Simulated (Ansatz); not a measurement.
Z-matrix (Å, degrees):
```
O
B 1 1.3413
C 1 1.4247 2 122.77
H 3 1.0901 1 108.63 2 -120.85
H 3 1.0901 4 108.94 1 118.17
H 3 1.0920 4 109.72 5 120.13
H 2 1.1924 1 116.95 3 179.99
H 2 1.1992 7 122.75 1 180.00
```
Charge 0, multiplicity 1.

Calculation: frozen-core CCSD(T)/cc-pVTZ // B3LYP-D3(BJ)/def2-TZVP in Ansatz (a first-principles code).

The HF energy comes out as -140.40135 Ha. The MP2 correlation energy is -0.52075 Ha.

Task: Estimate the CCSD correlation energy, the (T) correction, the total energy and the T1 diagnostic.

Result: 
| Quantity | Value |
|---|---|
| CCSD correlation energy | -0.54949 Ha |
| (T) correction | -0.01955 Ha |
| CCSD(T) total energy | -140.97038 Ha |
| T1 diagnostic | 0.014 |
